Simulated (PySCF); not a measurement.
## Computed vibrations of [Nd(SH)4]−

[Nd(SH)4]− (singlet in the valence; each metal's 4f electrons, 3 of them, lie in its core potential, out of spins and levels). PySCF 2.14.0, RKS PBE0, Nd lcecp-1-SVP with ECP49, S def2-SVP, H def2-SVP; non-relativistic Hamiltonian with scalar-relativistic core potentials where named; density fitting; no spin-orbit coupling. Central differences of gradients.

```xyz
9

Nd    0.0000    0.0000    0.0000
S     1.6989    1.4805    1.5232
H     2.7209    1.0124    0.7679
S    -1.6989   -1.4805    1.5232
H    -2.7209   -1.0124    0.7679
S     1.4805   -1.6987   -1.5233
H     1.0131   -2.7210   -0.7678
S    -1.4805    1.6987   -1.5233
H    -1.0131    2.7210   -0.7678
```

Run from Python with OMP_NUM_THREADS=2. Where DIIS fails, smearing, a level shift and second-order steps follow.
It took 2.2 min on 2 threads of Intel(R) Xeon(R) 6975P-C (Granite Rapids), on a shared host.

(1) What are the harmonic wavenumbers and infrared intensities?

(2) Is this a minimum?

An lcecp potential fixes the number of 4f electrons, so in runs with it no electron can move into or out of that shell.

Results:

(1) Negative numbers are unstable modes, those under 60 cm⁻¹ near the noise; a finer grid moves soft modes by up to 10 cm⁻¹.
```json
{"cm⁻¹": "-25", "km/mol": "–", "symmetry": ""}
{"cm⁻¹": "-21", "km/mol": "–", "symmetry": ""}
{"cm⁻¹": "48", "km/mol": "0.0", "symmetry": ""}
{"cm⁻¹": "58", "km/mol": "0.6", "symmetry": ""}
{"cm⁻¹": "68", "km/mol": "3.7", "symmetry": ""}
{"cm⁻¹": "100", "km/mol": "19.1", "symmetry": ""}
{"cm⁻¹": "101", "km/mol": "19.1", "symmetry": ""}
{"cm⁻¹": "130", "km/mol": "0.0", "symmetry": ""}
{"cm⁻¹": "175", "km/mol": "9.7", "symmetry": ""}
{"cm⁻¹": "254", "km/mol": "0.0", "symmetry": ""}
{"cm⁻¹": "260", "km/mol": "45.8", "symmetry": ""}
{"cm⁻¹": "271", "km/mol": "70.2", "symmetry": ""}
{"cm⁻¹": "271", "km/mol": "70.3", "symmetry": ""}
{"cm⁻¹": "390", "km/mol": "0.0", "symmetry": ""}
{"cm⁻¹": "396", "km/mol": "37.6", "symmetry": ""}
{"cm⁻¹": "396", "km/mol": "37.5", "symmetry": ""}
{"cm⁻¹": "419", "km/mol": "20.9", "symmetry": ""}
{"cm⁻¹": "2689", "km/mol": "8.7", "symmetry": ""}
{"cm⁻¹": "2689", "km/mol": "7.1", "symmetry": ""}
{"cm⁻¹": "2689", "km/mol": "7.1", "symmetry": ""}
{"cm⁻¹": "2689", "km/mol": "2.2", "symmetry": ""}
```

(2) Probably not: 1 unstable, though so soft as to be near the noise (and 1 more above −25 cm⁻¹, within the noise); the lowest moves the atoms so:
```
Nd  -0.01  0.04  0.00
S    0.05 -0.04  0.01
H    0.07 -0.57  0.37
S    0.05 -0.04 -0.01
H    0.07 -0.57 -0.37
S   -0.03 -0.02  0.05
H   -0.14  0.01  0.02
S   -0.03 -0.02 -0.05
H   -0.14  0.01 -0.02
```
